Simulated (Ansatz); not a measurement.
Reaction (ligand exchange at a Ge–Br bond): `[Cl][GeH]([Cl])[Br]` + CH₃NH₂ → `C[NH][GeH]([Cl])[Cl]` + HBr

Calculated with Ansatz (gas phase, PBE0-D4/def2-TZVP geometries, no zero-point term in ΔE). CCSD(T)/CBS adds triple-zeta CCSD(T) − MP2 to the extrapolated MP2 energy (def2 sets, frozen cores). Functionals use def2-TZVPP. For Br, Ge outer-core shells are correlated without core-valence functions, which leaves a few kJ/mol of doubt a bond. Scalar relativity is left out up to krypton. Each species was taken in one conformer, which may not be the lowest.

Task: Is it downhill or uphill in electronic energy at CCSD(T)/CBS, and by how much? (Estimate.)

Result: Ansatz gave: Uphill: ΔE = +11.9 kcal/mol.

Task: What do these levels give: PBE0-D4, LC-ωPBE, HF/def2-SVP, CCSD(T)/def2-TZVPP, SCS-MP2/def2-QZVPP, CCSD/CBS(def2)? (Best estimate.)

Result: Ansatz gave: PBE0-D4 13.8, LC-ωPBE 12.5, HF/def2-SVP 12.4, CCSD(T)/def2-TZVPP 11.2, SCS-MP2/def2-QZVPP 12.0, CCSD/CBS(def2) 12.2 kcal/mol.

Largest T1 diagnostic among the species: 0.010.

At CCSD(T), def2-SVP lies −2.2 kcal/mol from the extrapolated value and def2-TZVPP −0.7 kcal/mol. The D4 term adds −0.9 kcal/mol with B3LYP and −0.6 kcal/mol with PBE0; it sums over pairs of atoms, weighted by their polarisabilities, and B3LYP, whose exchange is more repulsive, gets the larger term. In def2-TZVPP, CCSD(T) changes the Hartree–Fock value by −3.2 kcal/mol (the triples alone add −0.3 kcal/mol) and MP2 by −2.7 kcal/mol.

B3LYP here is the variant with VWN-RPA as its local correlation; programs differ in this.
